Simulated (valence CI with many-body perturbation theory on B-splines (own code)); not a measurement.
**Hyperfine factors and g values of Ne III**

Computed by valence CI with perturbative core correlation (CI+MBPT): six valence electrons over a frozen Dirac-Fock core [He], radial functions for each j: 9 s, 9 p, 8 d, 6 f, 3 g, 1 h, with the one-electron correlation potential Σ1, the two-electron term Σ2, the three-electron term Σ3, Breit, model QED; selected CI, second order for the rest, scaled by the run's own slope (own B-spline code, finite nucleus).

Set against measurement, 22 paired levels are off by 210 cm⁻¹ on average, the worst by 486. These come from a selection out of Moore, Atomic Energy Levels, vol. I, NSRDS-NBS 35 (1971 reprint of NBS Circular 467, 1949), an old analysis. Levels without a partner in it may be off by more. Among the levels kept, up to 2000 cm⁻¹ of a level comes from second order outside the variational space, and about a tenth of that is noise between levels of different J, which matters for small intervals.

A/g_I is the dipole constant over the nuclear g factor μ/I (μ in nuclear magnetons, uniformly magnetised nucleus), B/Q the quadrupole constant per barn. Both hold the static response of the core; the bare values leave it out. Large factors of s and p1/2 electrons are usually good to 5 to 10 %; those of open d and f shells near neutrality can be off by tens of per cent, and small factors of p3/2, d and f electrons come from cancelling terms and can be off by a factor of two or in sign, in half-filled shells by more. B is blank for J = 1/2, where it vanishes, and for nearly pure S terms. Energies count from the lowest level. Levels with J = 0 are left out.

Letters in brackets count levels of one name in rising energy.

```tsv
Level	E (cm⁻¹)	g	A/g_I (MHz)	A/g_I bare	B/Q (MHz/b)	B/Q bare
2s2 2p4 3P_2	0	1.501	813	999	1250	1270
2s2 2p4 3P_1	634	1.501	-32.3	174	-622	-633
2s2 2p4 1D_2	25994	1.000	1380	1380	-2580	-2620
2s 2p5 3P°_2	204465	1.501	4110	3990	-1230	-1250
2s 2p5 3P°_1	205015	1.501	4900	4760	616	626
2s 2p5 1P°_1	289886	1.000	1400	1390	-1250	-1270
2s2 2p3 3s 5S°_2	309316	2.002	543	829		
2s2 2p3 3s 3S°_1	318943	2.002	-432	128		
2s2 2p3 3p 5P_1	347844	2.503	-64.4	434	17.2	17.5
2s2 2p3 3p 5P_2	347875	1.835	93.5	369	-171	-173
2s2 2p3 3p 5P_3	347899	1.668	66.2	287	171	173
2s2 2p3 3s 3D°_3	352863	1.334	1570	1610	-51.9	-52.9
2s2 2p3 3s 3D°_2	352911	1.167	1060	1100	107	108
2s2 2p3 3s 3D°_1	352932	0.499	640	590	48.3	49.0
2s2 2p3 3p 3P_1 [a]	356281	1.501	230	478	-111	-113
2s2 2p3 3p 3P_2 [a]	356292	1.501	137	387	224	228
2s2 2p3 3s 1D°_2	357716	1.000	1520	1520	-52.1	-52.6
2s2 2p3 3s 3P°_1	374355	1.500	2090	2150	-76.0	-77.1
2s2 2p3 3s 3P°_2	374365	1.500	1130	1210	-114	-116
2s2 2p3 3s 1P°_1	379757	0.999	1510	1510	10.2	9.95
2s2 2p3 3p 1P_1	387707	0.986	1830	1830	849	862
2s2 2p3 3p 3D_1	388785	0.513	1580	1470	-298	-303
2s2 2p3 3p 3D_2	388790	1.166	917	961	-416	-422
2s2 2p3 3p 3D_3	388830	1.333	1020	1100	-835	-848
2s2 2p3 3p 3F_4	391151	1.250	954	1010	110	112
2s2 2p3 3p 3F_3	391163	1.084	825	852	163	166
2s2 2p3 3p 3F_2	391173	0.667	912	843	141	143
2s2 2p3 3p 1F_3	392565	1.000	1040	1040	122	123
2s2 2p3 3d 5D°_4	394204	1.501	9.78	170	12.8	13.6
2s2 2p3 3d 5D°_3	394254	1.501	10.8	172	3.22	3.42
2s2 2p3 3d 5D°_1	394271	1.501	13.4	175	-4.66	-4.94
2s2 2p3 3d 5D°_2	394292	1.501	11.5	173	-2.72	-2.90
2s2 2p3 3d 3D°_1	397780	0.499	45.5	-223	10.5	10.8
2s2 2p3 3d 3D°_3	397787	1.334	13.2	191	30.2	31.0
```

Task: Take the isotope of mass number 21, with I = 3/2, μ = -0.6617 μN and Q = 0.1016 b. What is the hyperfine structure of 2s 2p5 1P°_1?

Result: From the table A = -615 MHz, B = -127 MHz. Shifts from the centre of gravity in MHz: F = 1/2: 1380, F = 3/2: 742, F = 5/2: -954.
